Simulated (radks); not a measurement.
Lu, configuration [Xe] 4f14 5d1 6s2 (the NIST ground configuration).

Calculated with a radial shooting solver on a logarithmic mesh with Libxc functionals: scalar-relativistic Kohn-Sham, LDA (Slater exchange, Perdew-Wang correlation), spin-polarised, spherical densities, point nucleus; open shells are filled with parallel spins first (spin-orbit coupling, left out, can overturn this in heavy ions); hard spherical wall at 12 bohr.

Energy parts (hartree):
part                       energy
total                 -14554.5264
kinetic                15901.7952
electron-nucleus      -35876.8566
Hartree                 5711.8659
exchange-correlation    -291.3309

Orbitals (lengths in bohr, moments of r in powers of bohr):
orbital  occ.  eigenvalue (hartree)      <r>
1s up       1             -2322.241  0.01933
1s down     1             -2322.241  0.01933
2s up       1             -395.3398  0.08188
2s down     1             -395.3391  0.08188
2p up       3             -347.9224  0.07294
2p down     3             -347.9219  0.07294
3s up       1             -89.56967   0.2128
3s down     1             -89.56965   0.2128
3p up       3             -75.34285   0.2125
3p down     3             -75.34281   0.2125
3d up       5             -58.23502   0.1925
3d down     5             -58.23473   0.1925
4s up       1             -17.80451   0.4782
4s down     1             -17.80428   0.4782
4p up       3             -13.13402   0.5081
4p down     3             -13.13377   0.5081
4d up       5              -7.04261   0.5478
4d down     5              -7.04217   0.5477
4f up       7              -0.35892   0.7261
4f down     7              -0.35649   0.7233
5s up       1              -2.25023    1.172
5s down     1              -2.24190    1.170
5p up       3              -1.17133    1.398
5p down     3              -1.15932    1.394
5d up       1              -0.07620    2.823
5d down     0              -0.06014    2.909
5f up       0               0.11337    7.493
5f down     0               0.11555    7.545
6s up       1              -0.18187    3.579
6s down     1              -0.16753    3.644
6p up       0              -0.05235    4.961
6p down     0              -0.04432    5.083
7s up       0               0.02976    7.101
7s down     0               0.03365    7.122

The highest occupied level is 5d up at -2.073 eV. Summed over all electrons, <r^2> = 72.69 bohr^2, which gives a Langevin (diamagnetic) susceptibility term of -57.6 x 10^-6 cm^3/mol.
